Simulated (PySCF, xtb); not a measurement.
C2H7BiO2, SMILES C[CH2][Bi]([OH])[OH].

GFN2-xTB (xtb) at its own geometry gives an orbital gap of 6.16 eV and a dipole moment of 2.67 D.

Geometry: B3LYP-D3(BJ)/def2-SVP. The structure was generated by enumeration; whether it is a known compound was not checked. The def2 effective core potentials stand for the cores of Bi; spin–orbit coupling is left out. The values are those of a single conformer.

What does CAM-B3LYP/def2-TZVP (PySCF) give? (An estimate is asked for; the answer gives what the named calculation found.)

gap 8.38 eV (levels -8.39 and -0.01 eV), dipole 2.93 D.
